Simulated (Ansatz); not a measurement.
Reaction (redistribution): `[NH2][GeH2][SiH2]F` + `O[SiH2]S[SiH3]` → `[NH2][GeH2][SiH2]O` + `F[SiH2]S[SiH3]`

Gas-phase electronic energies from Ansatz, PBE0-D4/def2-TZVP geometries. CBS: MP2 limit from def2 TZ/QZ plus the TZ coupled-cluster correction, frozen cores. This one scheme is used for every species. Functionals use def2-TZVPP. B3LYP here is the variant with VWN-RPA as its local correlation; programs differ in this. For Ge outer-core shells are correlated without core-valence functions, which leaves a few kJ/mol of doubt a bond. Scalar relativity is left out up to krypton. One conformer a species, not always the lowest.

```tsv
level	ΔE (kJ/mol)	difference from CCSD(T)/CBS
PBE-D4	-10.2	-4.8
r2SCAN-D4	-7.2	-1.8
PBE0-D4	-7.0	-1.6
B3LYP-D4	-5.7	-0.3
ωB97M-V	-6.7	-1.3
B2PLYP	-4.6	0.8
r2SCAN	-7.1	-1.7
PBE0	-6.3	-0.9
B3LYP	-4.1	1.3
MP2/def2-TZVPP	-5.4	0.0
SCS-MP2/def2-TZVPP	-2.4	3.0
CCSD(T)/def2-TZVPP	-4.9	0.5
HF/def2-QZVPP	10.0	15.4
MP2/def2-QZVPP	-5.4	0.0
HF/CBS(def2)	10.2	15.6
CCSD/CBS(def2)	-2.9	2.5
CCSD(T)/CBS	-5.4	0
```

Largest T1 diagnostic among the species: 0.012.

In def2-TZVPP, CCSD(T) changes the Hartree–Fock value by −14.0 kJ/mol (the triples alone add −2.5 kJ/mol) and MP2 by −14.5 kJ/mol.
